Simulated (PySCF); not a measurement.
Cl2HOZr, SMILES [OH][Zr+]([Cl])[Cl], charge +1, multiplicity 1.

Geometry: PBE0-D3(BJ)/def2-SVP. The spin state was assumed, not searched. The isomer is the one that the SMILES or the coordinates give; other isomers of the formula were not compared. The def2 effective core potentials stand for the cores of Zr; spin–orbit coupling is left out. Other conformers were not sampled.

All values below come from PBE0-D3(BJ)/def2-SVP in PySCF.

Frequencies are harmonic and unscaled.

```json
[
 {"mode": "1", "ν (cm⁻¹)": "96", "IR (km/mol)": "5.7", "moving atoms (share of kinetic energy)": "Cl 62 %, Zr 29 %"},
 {"mode": "2", "ν (cm⁻¹)": "123", "IR (km/mol)": "4.3", "moving atoms (share of kinetic energy)": "Cl 42 %, O 32 %, Zr 20 %"},
 {"mode": "3", "ν (cm⁻¹)": "157", "IR (km/mol)": "0.9", "moving atoms (share of kinetic energy)": "O 58 %, Cl 23 %, H 12 %"},
 {"mode": "4", "ν (cm⁻¹)": "415", "IR (km/mol)": "179.9", "moving atoms (share of kinetic energy)": "H 84 %, O 14 %"},
 {"mode": "5", "ν (cm⁻¹)": "445", "IR (km/mol)": "27.1", "moving atoms (share of kinetic energy)": "Cl 78 %, Zr 20 %"},
 {"mode": "6", "ν (cm⁻¹)": "471", "IR (km/mol)": "153.3", "moving atoms (share of kinetic energy)": "Cl 62 %, Zr 37 %"},
 {"mode": "7", "ν (cm⁻¹)": "541", "IR (km/mol)": "225.3", "moving atoms (share of kinetic energy)": "H 84 %, O 15 %"},
 {"mode": "8", "ν (cm⁻¹)": "839", "IR (km/mol)": "139.7", "moving atoms (share of kinetic energy)": "O 78 %, Zr 16 %"},
 {"mode": "9", "ν (cm⁻¹)": "3856", "IR (km/mol)": "716.2", "moving atoms (share of kinetic energy)": "H 94 %"}
]
```
